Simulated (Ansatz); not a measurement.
Ansatz (a program for electronic structure) input (CCSD(T)/def2-QZVPP):
A basis named .json is the Basis Set Exchange file of that set.

Ansatz 0.2 input:
```yaml
crystal:
  periodic: [false, false, false]
  atoms:
    - {symbol: C, position_ang: [-2.13144527, -0.03073910, 0.12593735]}
    - {symbol: Sn, position_ang: [-0.01177996, -0.00016989, 0.00069602]}
    - {symbol: F, position_ang: [0.73006055, 1.73724404, -0.29727863]}
    - {symbol: F, position_ang: [0.87474125, -0.63228050, 1.57303177]}
    - {symbol: F, position_ang: [0.70469348, -1.07165666, -1.41221066]}
    - {symbol: H, position_ang: [-2.43070561, 0.60530240, 0.95489768]}
    - {symbol: H, position_ang: [-2.53136134, 0.34522413, -0.81214556]}
    - {symbol: H, position_ang: [-2.44572104, -1.05735954, 0.29494019]}
basis:
  gaussian:
    orbitals: def2-QZVPP.json
magnetization: {spin_polarized: false}
correlation: {method: ccsd_t, electrons: outside_noble_gas}
```

Output:

```
Functional definition: HF
integrals: 6.11 GiB planned
2473 factors; integrals over basis functions are off by at most 9.6e-4 eV
3.62 GiB of device memory are held for the factors and their scratch space
mean field: 2.93 GiB planned
mean field evaluation 1: about -15003.7625 eV, gradient 5.4e1 eV
mean field evaluation 2: about -15003.8456 eV, gradient 5.4e1 eV
mean field evaluation 4: about -15008.6301 eV, gradient 2.9e0 eV
mean field evaluation 8: about -15008.6752 eV, gradient 2.6e-1 eV
mean field evaluation 16: about -15003.7619 eV, gradient 5.4e1 eV
mean field -15008.67544267 eV, -551.5586492726 hartree, gradient 2.6e-6 eV, S^2 0.000000; 0 other end points of the search recorded, 0 dependent functions left out
13 core orbitals not correlated, not the lowest: weight in the atoms' cores, before any rotation towards them, 0.834 or more for the frozen orbitals, at most 0.163 for the correlated occupied ones
reference -15008.67544267 eV, -551.5586492726 hartree; 16, 16 occupied and 371, 371 virtual orbitals, 2473 factors
second order -30.99742220 eV of doubles, -0.00000000 eV of singles
coupled cluster: 42.48 GiB planned
cycle   1  -30.24597992 eV  change    7.5e-1 eV  update   1.2e-1
cycle   2  -30.86691161 eV  change   -6.2e-1 eV  update   4.2e-2
cycle   3  -31.03343358 eV  change   -1.7e-1 eV  update   1.8e-2
cycle   4  -31.01366991 eV  change    2.0e-2 eV  update   4.2e-3
cycle   5  -31.00894147 eV  change    4.7e-3 eV  update   1.6e-3
cycle   6  -31.01011832 eV  change   -1.2e-3 eV  update   5.0e-4
cycle   7  -31.01010047 eV  change    1.8e-5 eV  update   1.6e-4
cycle   8  -31.00995346 eV  change    1.5e-4 eV  update   5.2e-5
cycle   9  -31.00994059 eV  change    1.3e-5 eV  update   1.7e-5
perturbative correction -1.07772292 eV, -0.0396055869 hartree
Total energy: -15040.76310618 eV, -552.7378491568 hartree
```
